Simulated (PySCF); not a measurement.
**Shapes and spin states of TiN₂**

Computed with PySCF, PBE0, basis Ti def2-TZVP, N def2-TZVP (no relativity, density fitting).

Relaxations began from a few typed shapes and spin states; open shells are unrestricted. The search is not exhaustive: other isomers or separated fragments can lie lower, and high-lying points may rest on an excited occupation.

**Question.** Which is the lowest minimum found?
A. singlet (closed shell, unstable to spin polarisation) D∞h: Ti–N 1.605 Å (×2); N–Ti–N 180.0°
B. triplet C∞v: Ti–N 1.577 Å, Ti–N 1.938 Å; N–Ti–N 180.0°
C. triplet Cs: Ti–N 1.563 Å, Ti–N 1.979 Å; N–Ti–N 108.4°
D. broken-symmetry Ms = 0 (⟨S²⟩ 1.00) C2v: N–N 1.206 Å, Ti–N 1.913 Å (×2); N–N–Ti 71.6° (×2), N–Ti–N 36.7°
E. singlet (closed shell, unstable to spin polarisation) C2v: Ti–N 1.626 Å (×2); N–Ti–N 138.2°
F. triplet (⟨S²⟩ 2.23) D∞h: Ti–N 1.732 Å (×2); N–Ti–N 180.0°
G. singlet (closed shell, unstable to spin polarisation) C2v: N–N 1.180 Å, Ti–N 1.966 Å (×2); N–N–Ti 72.5° (×2), N–Ti–N 34.9°
H. singlet (closed shell, unstable to spin polarisation) C2v: N–N 1.320 Å, Ti–N 1.755 Å (×2); N–N–Ti 67.9° (×2), N–Ti–N 44.2°

**Answer.** D. The others lie at 55.1 (singlet C2v), 67.0 (singlet C2v), 258.0 (triplet Cs), 303.2 (singlet C2v), 319.1 (singlet D∞h, a saddle point), 343.7 (triplet C∞v, a saddle point), 356.3 (triplet D∞h, a saddle point) kJ/mol above it.

For the lowest minimum: the determinant is spin-contaminated (⟨S²⟩ = 1.00, pure value 0.00).

The electron or spin density has lower symmetry than the nuclear frame for the triplet C∞v at 343.7 kJ/mol, triplet (⟨S²⟩ 2.23) D∞h at 356.3 kJ/mol.
